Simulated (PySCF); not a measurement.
## Predicted spectroscopic data

[PySCF 2.14.0 with density-fitted response routines: GFN2-xTB geometry; shieldings: GIAO PBE0/pcSseg-1; equivalent nuclei averaged; no relativistic terms; gas phase; single conformer]

Scale: $^{1}$H (σ = 31.72 ppm), $^{13}$C (σ = 186.93 ppm) vs TMS (reference shieldings calculated alike). Where no couplings were computed, multiplicities follow the n + 1 count of equivalent neighbours, and m marks all less simple cases (inequivalent or close neighbours, rings, F or P nearby). Shifts are as computed. Against solution values, carbons near 30 ppm lie about +3 ppm off and those near 130 ppm about +5 ppm. Of 1211 compounds with measured shifts, 218 miss one by over three times the rms of a fit or turn the order of signals round; such compounds aren't used in these exercises. OH and NH positions are gas-phase values without hydrogen bonding to other molecules.

**1.** SMILES CO[C@@H]1C=CCC[Si@@H]1Cl, C6H11ClOSi. $^{1}$H NMR (600 MHz, computed): δ 6.46 (m, 1H), 6.19 (m, 1H), 5.25 (m, 1H), 3.58 (s, 3H), 3.40 (m, 1H), 2.46 (m, 1H), 1.69 (m, 1H), 1.11 (m, 1H), 0.69 (m, 1H). $^{13}$C{$^{1}$H} NMR (computed): δ 139.3, 135.0, 76.4, 61.2, 24.7, 15.0.

**2.** `Cc1cccc2[nH]ncc12`, C8H8N2. $^{1}$H NMR (600 MHz, computed): δ 9.53 (br s, 1H), 8.17 (s, 1H), 7.60 (m, 1H), 7.42 (d, 1H), 7.32 (d, 1H), 2.82 (s, 3H). $^{13}$C{$^{1}$H} NMR (computed): δ 144.8, 136.7, 135.8, 131.1, 128.8, 126.0, 109.4, 19.5.
